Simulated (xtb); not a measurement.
A run for xtb: GFN2-xTB on H4OSn (SMILES [OH][SnH3]), a point of a torsion scan.

```
$ xtb mol.xyz --gfn 2 --opt vtight --chrg 0 --uhf 0 --input xcontrol
6

O      1.41872165     0.15233279     0.64213276
Sn    -0.45263593     0.00572595     0.00416322
H      1.98389674    -0.05818064    -0.13716364
H     -0.41400799    -0.43464809    -1.67414494
H     -1.22000818     1.54167157     0.20199197
H     -1.30927443    -1.19316951     0.94023573
$constrain
  force constant=1.0
  dihedral: 3,1,2,4,0.0
$end
```

Output:

```
[...]
           -------------------------------------------------
          |                Calculation Setup                |
           -------------------------------------------------



           -------------------------------------------------
          |                 G F N 2 - x T B                 |
           -------------------------------------------------

        Reference                      10.1021/acs.jctc.8b01176
      * Hamiltonian:
        H0-scaling (s, p, d)           1.850000    2.230000    2.230000
        zeta-weighting                 0.500000
      * Dispersion:
        s8                             2.700000
        a1                             0.520000
        a2                             5.000000
        s9                             5.000000
      * Repulsion:
        kExp                           1.500000    1.000000
        rExp                           1.000000
      * Coulomb:
        alpha                          2.000000
        third order                    shell-resolved
        anisotropic                    true
        a3                             3.000000
        a5                             4.000000
        cn-shift                       1.200000
        cn-exp                         4.000000
        max-rad                        5.000000


          ...................................................
          :                      SETUP                      :
          :.................................................:
          :  # basis functions                  18          :
          :  # atomic orbitals                  17          :
          :  # shells                            9          :
          :  # electrons                        14          :
          :  max. iterations                   250          :
          :  Hamiltonian                  GFN2-xTB          :
          :  restarted?                      false          :
          :  GBSA solvation                  false          :
          :  PC potential                    false          :
          :  electronic temp.          300.0000000     K    :
          :  accuracy                    1.0000000          :
          :  -> integral cutoff          0.2500000E+02      :
          :  -> integral neglect         0.1000000E-07      :
          :  -> SCF convergence          0.1000000E-05 Eh   :
          :  -> wf. convergence          0.1000000E-03 e    :
          :  Broyden damping             0.4000000          :
          :  net charge                          0          :
          :  unpaired electrons                  0          :
          ...................................................

 iter      E             dE          RMSdq      gap      omega  full diag
   1     -8.0803660 -0.808037E+01  0.560E+00    5.40       0.0  T
   2     -8.1246391 -0.442731E-01  0.968E+00    5.85       1.0  T
   3     -8.1765494 -0.519103E-01  0.625E+00    5.83       1.0  T
   4     -8.1877377 -0.111883E-01  0.119E+00    5.70       1.0  T
   5     -8.1907438 -0.300605E-02  0.367E-01    5.69       1.0  T
   6     -8.1908123 -0.685075E-04  0.130E-01    5.70       1.0  T
   7     -8.1908188 -0.657877E-05  0.100E-01    5.70       1.0  T
   8     -8.1908204 -0.152445E-05  0.143E-02    5.70       2.9  T
   9     -8.1908204 -0.192979E-07  0.102E-02    5.70       4.0  T
  10     -8.1908204 -0.221658E-07  0.322E-03    5.70      12.7  T
  11     -8.1908204 -0.373911E-08  0.202E-04    5.70     202.2  T
  12     -8.1908204 -0.130296E-10  0.759E-05    5.70     537.7  T

   *** convergence criteria satisfied after 12 iterations ***

         #    Occupation            Energy/Eh            Energy/eV
      -------------------------------------------------------------
         1        2.0000           -0.7899106             -21.4946
         2        2.0000           -0.6579683             -17.9042
         3        2.0000           -0.5422348             -14.7550
         4        2.0000           -0.4654236             -12.6648
         5        2.0000           -0.4643363             -12.6352
         6        2.0000           -0.4452045             -12.1146
         7        2.0000           -0.4338712             -11.8062 (HOMO)
         8                         -0.2243968              -6.1061 (LUMO)
         9                         -0.1557906              -4.2393
        10                         -0.1550596              -4.2194
        11                         -0.1358905              -3.6978
        12                         -0.0681157              -1.8535
       ...                                ...                  ...
        17                          0.5376469              14.6301
      -------------------------------------------------------------
                  HL-Gap            0.2094744 Eh            5.7001 eV
             Fermi-level           -0.3291340 Eh           -8.9562 eV

 SCC (total)                   0 d,  0 h,  0 min,  0.002 sec
 SCC setup           
[...]
   2.0000           -0.4457797             -12.1303
         7        2.0000           -0.4315198             -11.7423 (HOMO)
         8                         -0.1801966              -4.9034 (LUMO)
         9                         -0.1480416              -4.0284
        10                         -0.1474331              -4.0119
        11                         -0.1317119              -3.5841
        12                         -0.0547878              -1.4909
       ...                                ...                  ...
        17                          0.6071438              16.5212
      -------------------------------------------------------------
                  HL-Gap            0.2513233 Eh            6.8389 eV
             Fermi-level           -0.3058582 Eh           -8.3228 eV

 SCC (total)                   0 d,  0 h,  0 min,  0.003 sec
 SCC setup                      ...        0 min,  0.000 sec (  1.175%)
 Dispersion                     ...        0 min,  0.000 sec (  0.331%)
 classical contributions        ...        0 min,  0.000 sec (  0.149%)
 integral evaluation            ...        0 min,  0.001 sec ( 24.013%)
 iterations                     ...        0 min,  0.002 sec ( 58.355%)
 molecular gradient             ...        0 min,  0.000 sec ( 14.181%)
 printout                       ...        0 min,  0.000 sec (  1.531%)

         :::::::::::::::::::::::::::::::::::::::::::::::::::::
         ::                     SUMMARY                     ::
         :::::::::::::::::::::::::::::::::::::::::::::::::::::
         :: total energy              -8.174677694170 Eh    ::
         :: gradient norm              0.000025932842 Eh/a0 ::
         :: HOMO-LUMO gap              6.838854449946 eV    ::
         ::.................................................::
         :: SCC energy                -8.206912087120 Eh    ::
         :: -> isotropic ES            0.030604146637 Eh    ::
         :: -> anisotropic ES         -0.000614978422 Eh    ::
         :: -> anisotropic XC         -0.000342249444 Eh    ::
         :: -> dispersion             -0.001950842118 Eh    ::
         :: repulsion energy           0.032234392840 Eh    ::
         :: add. restraining           0.000000000110 Eh    ::
         :: total charge               0.000000000000 e     ::
         :::::::::::::::::::::::::::::::::::::::::::::::::::::

           -------------------------------------------------
          |                Property Printout                |
           -------------------------------------------------

    * Orbital Energies and Occupations

         #    Occupation            Energy/Eh            Energy/eV
      -------------------------------------------------------------
         1        2.0000           -0.7876487             -21.4330
         2        2.0000           -0.6571278             -17.8814
         3        2.0000           -0.5392144             -14.6728
         4        2.0000           -0.4667177             -12.7000
         5        2.0000           -0.4631034             -12.6017
         6        2.0000           -0.4457797             -12.1303
         7        2.0000           -0.4315198             -11.7423 (HOMO)
         8                         -0.1801966              -4.9034 (LUMO)
         9                         -0.1480416              -4.0284
        10                         -0.1474331              -4.0119
        11                         -0.1317119              -3.5841
        12                         -0.0547878              -1.4909
        13                         -0.0515586              -1.4030
        14                          0.1544652               4.2032
        15                          0.5016614              13.6509
        16                          0.6062408              16.4967
        17                          0.6071438              16.5212
      -------------------------------------------------------------
                  HL-Gap            0.2513233 Eh            6.8389 eV
             Fermi-level           -0.3058582 Eh           -8.3228 eV

     #   Z          covCN         q      C6AA      α(0)
     1   8 O        1.579    -0.494    22.802     6.444
     2  50 Sn       3.592     0.183   326.264    32.989
     3   1 H        0.821     0.291     0.744     1.354
     4   1 H        0.933    -0.009     3.220     2.806
     5   1 H        0.935     0.014     2.821     2.626
     6   1 H        0.935     0.014     2.821     2.626

 Mol. C6AA /au·bohr⁶  :        822.468487
 Mol. C8AA /au·bohr⁸  :      59443.121220
 Mol. α(0) /au        :         48.844737


Wiberg/Mayer (AO) data.
largest (>0.10) Wiberg bond orders for each atom

 ---------------------------------------------------------------------------
     #   Z sym  total        # sym  WBO       # sym  WBO       # sym  WBO
 ---------------------------------------------------------------------------
     1   8 O    2.118 --     2 Sn   0.985     3 H    0.904
Note: The following floating-point exceptions are signalling: IEEE_DENORMAL
normal termination of xtb
     2  50 Sn   3.115 --     1 O    0.985     6 H    0.708     5 H    0.708
                             4 H    0.707
     3   1 H    0.915 --     1 O    0.904
     4   1 H    1.000 --     2 Sn   0.707     5 H    0.105     6 H    0.105
     5   1 H    1.000 --     2 Sn   0.708     6 H    0.112     4 H    0.105
     6   1 H    1.000 --     2 Sn   0.708     5 H    0.112     4 H    0.105
 ---------------------------------------------------------------------------

Topologies differ in total number of bonds
Writing topology from bond orders to xtbtopo.mol

molecular dipole:
                 x           y           z       tot (Debye)
 q only:       -0.351      -0.133      -0.525
   full:       -0.173      -0.164      -0.627       1.705
molecular quadrupole (traceless):
                xx          xy          yy          xz          yz          zz
 q only:        1.726      -0.656      -0.260      -2.292      -0.299      -1.467
  q+dip:        1.053      -0.945       0.319      -3.474      -0.412      -1.372
   full:        2.097      -1.006      -0.441      -3.561      -0.273      -1.656

           -------------------------------------------------
          |                Geometry Summary                 |
           -------------------------------------------------

      molecular mass/u    :      138.7412805
   center of mass at/Å    :       -0.2849745       0.0168514       0.0286358
  moments of inertia/u·Å² :        0.8333117E+01   0.6317447E+02   0.6387347E+02
rotational constants/cm⁻¹ :        0.2022968E+01   0.2668425E+00   0.2639223E+00

 * 5 selected distances

     #   Z          #   Z                                           value/Å
     1   8 O        2  50 Sn                                      1.9416895 (max)
     1   8 O        3   1 H                                       0.9538065 (min)
     2  50 Sn       4   1 H                                       1.6686763
     2  50 Sn       5   1 H                                       1.6552857
     2  50 Sn       6   1 H                                       1.6552641

 * 3 distinct bonds (by element types)

   Z      Z             #   av. dist./Å        max./Å        min./Å
   1 H    8 O           1     0.9538065     0.9538065     0.9538065
   1 H   50 Sn          3     1.6597420     1.6686763     1.6552641
   8 O   50 Sn          1     1.9416895     1.9416895     1.9416895


optimized geometry written to: xtbopt.xyz


           -------------------------------------------------
          | TOTAL ENERGY               -8.174677694170 Eh   |
          | GRADIENT NORM               0.000025932842 Eh/α |
          | HOMO-LUMO GAP               6.838854449946 eV   |
           -------------------------------------------------

------------------------------------------------------------------------
------------------------------------------------------------------------
 total:
 SCF:
 ANC optimizer:
```

The run finished.

Warnings raised: the energy holds the restraint's term.

Cost: around 0.05 core-seconds (rough).
